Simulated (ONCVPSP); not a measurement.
## mercury: one change to an ONCV potential, before and after

| Property | Result |
| --- | --- |
| Element | Hg (Z = 80) |
| Generator | ONCVPSP 4.0.1 |
| Type | optimised norm-conserving Vanderbilt (ONCV) |
| Functional | PBEsol |
| Relativity | fully relativistic |
| Frozen core | [Kr] 4d10 |
| Valence charge | 34 |
| Reference configuration | 4f14 5s2 5p6 5d10 6s1.5 (charge +0.5) |
| Partial waves | 5s+6s: rc 1.35 bohr, ncon 4, nbas 8, qcut 9 1/bohr, 2 projectors; 5p: rc 1.80 bohr, ncon 4, nbas 7, qcut 8.6 1/bohr, 1 projector; 5d: rc 2.00 bohr, ncon 4, nbas 8, qcut 8.6 1/bohr, 2 projectors, debl 3.6 Ha; 4f: rc 0.90 bohr, ncon 4, nbas 9, qcut 20.6 1/bohr, 3 projectors, debl 2.9 Ha |
| Local potential | polynomial inside 0.80 bohr (lpopt 5, dvloc0 0 Ha) |
| Core correction | none |

Open shells are filled in proportion to 2j + 1.

In the f channel the program set the typed energies aside and used -3.609, 0.250, 3.150 Ha (j = l + 1/2; the other j can differ).

Change: local potential polynomial inside 0.80 bohr (lpopt 5, dvloc0 9 Ha).

Cutoffs: the cutoffs (Ha) at which the residual kinetic energy of the hardest occupied pseudo-wave falls to 1 and 0.1 mHa per electron; they do not see the model core or the augmentation charge, which bear on the density cutoff. Errors are all-electron minus pseudo energies relative to the spin-unpolarised reference configuration.

Problem. Predict the effect on cutoff, ghosts and configuration errors.

Solution. The potential gets neither clearly harder nor softer (180 Ha and 194 Ha → 180 Ha and 194 Ha); the bound ghosts move from p, s to s; of the 4 tests that both files solve, the error grows in 0 and shrinks in 2 by more than 15 % and 0.3 meV (median size 0.8 → 0.6 meV). In the separable form a ghost depends on how the local part lies against the semilocal potential of the channel, so the choice of the local part can create or remove one.

| quantity | base | changed |
| --- | --- | --- |
| cutoff, loose | 180 Ha | 180 Ha |
| cutoff, tight | 194 Ha | 194 Ha |
| bound ghosts | s, p3/2, p1/2 | s |
| GHOST(+) flags under 300 eV | none | none |
| error for 4f14 5s2 5p6 5d10 6s2, meV [ΔE -4.39 eV] | -0.3 | -0.4 |
| error for 4f14 5s2 5p6 5d10 6s1, meV [ΔE 6.36 eV] | +0.1 | +0.1 |
| error for 4f14 5s2 5p6 5d10 6s0, meV [ΔE 25.38 eV] | -1.4 | -0.8 |
| error for 4f14 5s1 5p6 5d10 6s2, meV [ΔE 121.00 eV] | +75 | -5.7 |
| s: phases at 1.37 bohr within 0.05 rad from the reference energy up to (Ha; the scan ends near 5) | to the end of the scan | to the end of the scan |
| p3/2: phases at 1.83 bohr within 0.05 rad from the reference energy up to (Ha; the scan ends near 5) | -1.8 | -0.8 |
| p1/2: phases at 1.83 bohr within 0.05 rad from the reference energy up to (Ha; the scan ends near 5) | -1.4 | -1.0 |
| d5/2: phases at 2.04 bohr within 0.05 rad from the reference energy up to (Ha; the scan ends near 5) | to the end of the scan | to the end of the scan |
| d3/2: phases at 2.04 bohr within 0.05 rad from the reference energy up to (Ha; the scan ends near 5) | to the end of the scan | to the end of the scan |
| f7/2: phases at 0.91 bohr within 0.05 rad from the reference energy up to (Ha; the scan ends near 5) | to the end of the scan | to the end of the scan |
| f5/2: phases at 0.91 bohr within 0.05 rad from the reference energy up to (Ha; the scan ends near 5) | to the end of the scan | to the end of the scan |

 A true bound ghost makes a file unfit for plane-wave use even where its test errors are small: the radial tests pick states by their node count and pass the ghost by.
